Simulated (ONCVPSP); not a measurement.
**Ho: ONCV pseudisation with revPBE, scalar-relativistic reference atom.**

ONCVPSP 4.0.1 input, shortened (lines: element, Z, core and valence counts, functional; n l f; lmax; l rc ep ncon nbas qcut; lloc lpopt rc5 dvloc0; l nproj debl; icmod fcfact rcfact), revPBE, scalar-relativistic:

```
  Ho 67.00    9    4  -102130      upf
    1    0    2.00
    2    0    2.00
    2    1    6.00
    3    0    2.00
    3    1    6.00
    3    2   10.00
    4    0    2.00
    4    1    6.00
    4    2   10.00
    4    3   11.00
    5    0    2.00
    5    1    6.00
    6    0    1.00
    3
    0    1.90    0.00    5    8    6.70
    1    1.85    0.00    4    7    8.40
    2    2.00    0.18    5    8    4.30
    3    1.25    0.00    4    8   15.80
    3    5    1.25    0.00
    0    2    2.10
    1    2    3.90
    2    3    1.60
    3    0    3.70
    0    0.00    0.00
```

In the d channel the program set the typed energies aside and used 0.050, 1.650, 3.250 Ha.

Poles of the logarithmic derivatives, all-electron (AE) and pseudo (PS). s: poles at -1.6 (AE) and -1.6 (PS) Ha. p: poles at -0.2 (AE) and -0.2 (PS) Ha. d: poles at 1.2 (AE) and 1.2 (PS) Ha. f: poles at 0.3 (AE) and 0.4 (PS) Ha. Test radii: s 1.93, p 1.88, d 2.03, f 1.27 bohr.

* Cutoffs needed: 94 Ha and 104 Ha (the cutoffs (Ha) at which the residual kinetic energy of the hardest occupied pseudo-wave falls to 1 and 0.1 mHa per electron)
* Ghost test: ghosts flagged at negative energy: s at -568.2 eV, p at -131.7 eV; GHOST(+) flagged for d at 180.0 eV; a true bound ghost makes a file unfit for plane-wave use
* Configuration tests: tests left out (the all-electron energies of this program are off by 10 to 40 meV for near-neutral 4f atoms)
